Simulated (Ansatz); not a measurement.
`[CH3][GeH]([NH2])[CH]=O` + `OC/C=C/Cl` → `[NH2][GeH2][CH]=O` + `C/C(Cl)=C/CO`  (formal exchange of groups at a Ge–C bond)

Calculated with Ansatz (gas phase, PBE0-D4/def2-TZVP geometries, no zero-point term in ΔE). CCSD(T)/CBS adds triple-zeta CCSD(T) − MP2 to the extrapolated MP2 energy (def2 sets, frozen cores). Double bonds are as drawn, so ΔE can hold a change between cis and trans. Functionals use def2-TZVPP. For Ge outer-core shells are correlated without core-valence functions, which leaves a few kJ/mol of doubt a bond. Scalar relativity is left out up to krypton. Each species was taken in one conformer, which may not be the lowest.

`[CH3][GeH]([NH2])[CH]=O`:

```xyz
12

C    -0.503    1.155   -1.160
Ge   -0.329   -0.429   -0.055
N     1.162   -1.380   -0.573
C    -0.198    0.169    1.865
O    -0.378    1.311    2.198
H    -1.346    1.757   -0.820
H    -0.656    0.872   -2.202
H     0.401    1.760   -1.085
H    -1.512   -1.412   -0.171
H     2.043   -0.902   -0.446
H     1.236   -2.310   -0.188
H     0.081   -0.590    2.639
```

`OC/C=C/Cl`:

```xyz
10

O     2.007    0.163    0.170
C     0.767    0.661   -0.290
C    -0.383    0.103    0.480
C    -1.353   -0.584   -0.101
Cl   -2.691   -1.251    0.748
H     1.977   -0.796    0.123
H     0.820    1.745   -0.154
H     0.629    0.472   -1.363
H    -0.389    0.263    1.554
H    -1.385   -0.776   -1.167
```

`[NH2][GeH2][CH]=O`:

```xyz
9

N     0.690   -0.838    1.138
Ge    0.457    0.421   -0.183
C    -1.370    0.100   -0.947
O    -1.978    0.932   -1.563
H     0.318   -0.586    2.043
H     1.645   -1.145    1.258
H     0.530    1.888    0.289
H     1.520    0.140   -1.257
H    -1.811   -0.912   -0.778
```

`C/C(Cl)=C/CO`:

Z-matrix (Å, degrees):
```
C
C 1 1.487
H 1 1.093 2 110.6
H 1 1.091 2 110.3 3 120.7
H 1 1.093 2 110.7 3 -118.7
Cl 2 1.742 1 113.1 3 58.6
C 2 1.328 1 125.6 3 -121.8
C 7 1.489 2 127.8 1 178.8
H 7 1.087 2 116.4 1 0.8
O 8 1.417 7 111.6 2 -123.0
H 8 1.094 7 109.8 2 120.6
H 8 1.095 7 110.6 2 1.9
H 10 0.961 8 107.7 7 60.4
```

```
             level  ΔE (kJ/mol)
            PBE-D4         16.9
   CCSD/def2-TZVPP         23.1
SCS-MP2/def2-QZVPP         20.7
     MP2/CBS(def2)         20.3
```

**Question.** What does CCSD(T)/CBS give? (Estimate.)

**Answer.** Ansatz gave: +20.7 kJ/mol. The listed levels differ from it by -3.8, 2.4, 0.0, -0.4 kJ/mol.

Largest T1 diagnostic among the species: 0.013.
